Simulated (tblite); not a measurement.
Input of a run (GFN2-xTB geometry optimisation, gas phase (tblite 0.8.0)), started from a force field or distance geometry:
```
{"job": {"kind": "relax", "xc": "GFN2-xTB", "basis": "xTB"}, "charge": 1, "multiplicity": 1}
C     -2.101800     1.744200     0.493500
O     -1.590300     1.194500    -0.714700
C     -0.584400     0.235500    -0.410600
C      0.711200     0.455600    -0.033200
C      1.491100     1.667100     0.242800
N      1.218000    -0.860200     0.087400
C      2.583900    -1.236000     0.493200
N      0.377300    -1.814000    -0.238500
N     -0.710100    -1.137600    -0.559300
C     -1.886300    -1.844200    -1.030300
H     -2.935500     2.414900     0.223900
H     -1.355600     2.330700     1.023900
H     -2.512800     0.964800     1.158900
H      0.961200     2.549900    -0.129600
H      1.659100     1.781200     1.312300
H      2.452900     1.613800    -0.266200
H      2.828500    -0.734000     1.440400
H      3.281300    -0.937700    -0.285100
H      2.646500    -2.318400     0.646600
H     -2.732400    -1.592100    -0.394300
H     -2.092700    -1.536800    -2.061400
H     -1.719600    -2.921700    -1.000700
```

Output (eV, eV/Å):
```
step      E/eV     max force
  0    -853.89565    3.308
  1    -854.21786    1.236
  2    -854.29226    0.671
  3    -854.31672    0.382
  4    -854.33282    0.375
  5    -854.34912    0.302
  6    -854.36064    0.345
  7    -854.36789    0.219
  8    -854.37072    0.110
  9    -854.37208    0.092
 10    -854.37322    0.080
 11    -854.37461    0.105
 12    -854.37612    0.126
 13    -854.37772    0.128
 14    -854.37941    0.103
 15    -854.38133    0.111
 16    -854.38345    0.132
 17    -854.38554    0.101
 18    -854.38729    0.078
 19    -854.38868    0.081
 20    -854.38994    0.077
 21    -854.39128    0.090
 22    -854.39274    0.093
 23    -854.39428    0.089
 24    -854.39580    0.087
 25    -854.39717    0.081
 26    -854.39849    0.089
 27    -854.40009    0.110
 28    -854.40251    0.127
 29    -854.40614    0.148
 30    -854.41066    0.144
 31    -854.41501    0.162
 32    -854.41857    0.153
 33    -854.42154    0.140
 34    -854.42330    0.236
 35    -854.42602    0.159
 36    -854.42833    0.118
 37    -854.43042    0.106
 38    -854.43265    0.133
 39    -854.43621    0.144
 40    -854.44013    0.146
 41    -854.44305    0.123
 42    -854.44488    0.100
 43    -854.44632    0.080
 44    -854.44783    0.110
 45    -854.44916    0.084
 46    -854.44993    0.061
 47    -854.45038    0.042
 48    -854.45077    0.037
 49    -854.45125    0.038
 50    -854.45162    0.046
 51    -854.45191    0.046
 52    -854.45219    0.038
 53    -854.45250    0.034
 54    -854.45285    0.055
 55    -854.45329    0.069
 56    -854.45391    0.066
 57    -854.45475    0.062
 58    -854.45563    0.074
 59    -854.45637    0.072
 60    -854.45702    0.088
 61    -854.45750    0.104
 62    -854.45842    0.073
 63    -854.45933    0.059
 64    -854.46008    0.055
 65    -854.46088    0.059
 66    -854.46238    0.070
 67    -854.46476    0.109
 68    -854.46685    0.199
 69    -854.45311    0.592
 70    -854.47101    0.085
 71    -854.47255    0.093
 72    -854.47637    0.180
 73    -854.47802    0.079
 74    -854.48027    0.081
 75    -854.48283    0.106
 76    -854.48445    0.109
 77    -854.48608    0.096
 78    -854.48756    0.109
 79    -854.48876    0.079
 80    -854.48999    0.081
 81    -854.49198    0.085
 82    -854.49484    0.103
 83    -854.49753    0.113
 84    -854.50053    0.136
 85    -854.50411    0.136
 86    -854.50720    0.256
 87    -854.51149    0.124
 88    -854.51465    0.092
 89    -854.51606    0.077
 90    -854.51776    0.077
 91    -854.51870    0.079
 92    -854.51948    0.061
 93    -854.52022    0.065
 94    -854.52105    0.048
 95    -854.52156    0.052
 96    -854.52196    0.047
 97    -854.52231    0.053
 98    -854.52275    0.054
 99    -854.52342    0.060
100    -854.52428    0.064
101    -854.52521    0.067
102    -854.52604    0.068
103    -854.52668    0.055
104    -854.52716    0.057
105    -854.52756    0.039
106    -854.52787    0.029
107    -854.52805    0.026
108    -854.52817    0.033
109    -854.52833    0.035
110    -854.52850    0.029
111    -854.52868    0.030
112    -854.52884    0.025
113    -854.52899    0.024
114    -854.52911    0.022
115    -854.52920    0.018
116    -854.52927    0.019
117    -854.52933    0.022
118    -854.52943    0.030
119    -854.52961    0.031
120    -854.52988    0.037
121    -854.53022    0.039
122    -854.53064    0.060
123    -854.53109    0.061
124    -854.53155    0.054
125    -854.53194    0.039
126    -854.53221    0.033
127    -854.53240    0.032
128    -854.53258    0.033
129    -854.53277    0.032
130    -854.53303    0.042
131    -854.53332    0.061
132    -854.53381    0.066
133    -854.53447    0.051
134    -854.53488    0.045
135    -854.53531    0.051
136    -854.53586    0.067
137    -854.53650    0.061
138    -854.53728    0.059
139    -854.53754    0.044
140    -854.53783    0.040
141    -854.53805    0.032
142    -854.53832    0.049
143    -854.53857    0.029
144    -854.53878    0.041
145    -854.53906    0.055
146    -854.53945    0.061
147    -854.54020    0.057
148    -854.54107    0.065
149    -854.54180    0.111
150    -854.52946    0.589
151    -854.54289    0.051
152    -854.54333    0.049
153    -854.54429    0.091
154    -854.54474    0.034
155    -854.54504    0.034
156    -854.54591    0.059
157    -854.54623    0.053
158    -854.54644    0.031
159    -854.54677    0.031
160    -854.54700    0.032
161    -854.54730    0.026
162    -854.54751    0.023
163    -854.54767    0.025
164    -854.54778    0.016
165    -854.54785    0.017
166    -854.54789    0.017
167    -854.54794    0.018
168    -854.54799    0.018
169    -854.54803    0.014
170    -854.54807    0.015
171    -854.54812    0.018
172    -854.54820    0.021
173    -854.54831    0.024
174    -854.54844    0.023
175    -854.54856    0.017
176    -854.54863    0.014
177    -854.54867    0.012
178    -854.54871    0.016
179    -854.54875    0.010
180    -854.54878    0.011
181    -854.54880    0.013
182    -854.54883    0.014
183    -854.54888    0.014
184    -854.54894    0.018
185    -854.54904    0.021
186    -854.54915    0.029
187    -854.54928    0.036
188    -854.54945    0.038
189    -854.54964    0.032
190    -854.54981    0.021
191    -854.54993    0.018
192    -854.54996    0.031
193    -854.55001    0.016
194    -854.55004    0.008
```

**Question.** Summarise the run.

**Answer.** The energy falls by 15.1 kcal/mol over 194 L-BFGS steps, the largest force on an atom goes from 3.31 to 0.008 eV/Å, and the atoms move by 0.633 Å rms after alignment. The bond that changes most is O2–C3 (aryl ether oxygen to aromatic carbon bearing oxygen), which shortens by 0.102 Å. Bonds longer at the end by more than 0.005 Å: 2 of 22; shorter: 13. Among the angles that change most is C1–O2–C3, from 109.5° to 120.4°. Among the dihedrals that turn most is C1–O2–C3–C4, from -77° to 0°. The energy rose by more than 1e-5 eV at steps 69 and 150. The first step brought 49 % of the lowering.

**Question.** What are the final bond lengths?

**Answer.** C1–O2 1.423 Å, O2–C3 1.320 Å, C3–C4 1.395 Å, C4–C5 1.482 Å, C4–N6 1.359 Å, N6–C7 1.432 Å, N6–N8 1.296 Å, N8–N9 1.305 Å, N9–C10 1.434 Å, C3–N9 1.362 Å, C1–H11 1.088 Å, C1–H12 1.091 Å, C1–H13 1.091 Å, C5–H14 1.084 Å, C5–H15 1.090 Å, C5–H16 1.090 Å, C7–H17 1.090 Å, C7–H18 1.090 Å, C7–H19 1.088 Å, C10–H20 1.090 Å, C10–H21 1.090 Å, C10–H22 1.087 Å. Numbering counts from 1 in the input's order; the species is `COc1c(C)n(C)n[n+]1C`.

On an Arm Neoverse V1 with one thread, no GPU, shared host, this took 1.5 s of wall time.

Its GFN2-xTB frequencies are all real (lowest 66 cm⁻¹). 2 starts were optimised and ended at 0.00 and 0.37 kcal/mol (GFN2-xTB); the lowest of these is shown.

One conformer stands for the species.

The numbers are calculated, not measured.
